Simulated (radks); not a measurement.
Spherical quantum dot in the effective-mass picture: electrons in a parabolic well V = omega^2 r^2 / 2 with omega = 0.907, with a point charge +1 (a donor) at the centre, all in effective atomic units (hartree* = m*/eps^2 hartree, bohr* = eps/m* bohr), one dielectric constant everywhere. Method: non-relativistic Kohn-Sham, exchange-only LDA, spin-polarised, spherical densities; computed with a radial shooting solver with Libxc functionals. Levels are named by radial order and angular momentum (1s, 1p, 1d, 2s, ...), and open shells are averaged over m. Results are scaled to m* = 0.259 and eps = 15.9, for which hartree* = 27.88 meV and bohr* = 3.249 nm.

N = 12, configuration 1s2 1p6 1d(up 2, down 0) 2s2. This is the lowest configuration that the search found. Occupied and some empty levels:

level,occupation,eigenvalue (meV),<r> (nm)
1s up,1,175.10,4.505
1s down,1,175.98,4.422
1p up,3,192.86,6.398
1p down,3,194.31,6.369
2s up,1,206.70,6.296
2s down,1,207.79,6.345
1d up,2,209.24,7.414
1d down,0,210.83,7.415
1f up,0,226.80,8.207
1f down,0,228.38,8.225
2p up,0,230.35,7.353
2p down,0,231.39,7.369
1g up,0,245.50,8.891
1g down,0,246.98,8.919

Energy (meV): total 1452.18, kinetic 288.84, external 352.21, Hartree 934.54, exchange-correlation -123.42.
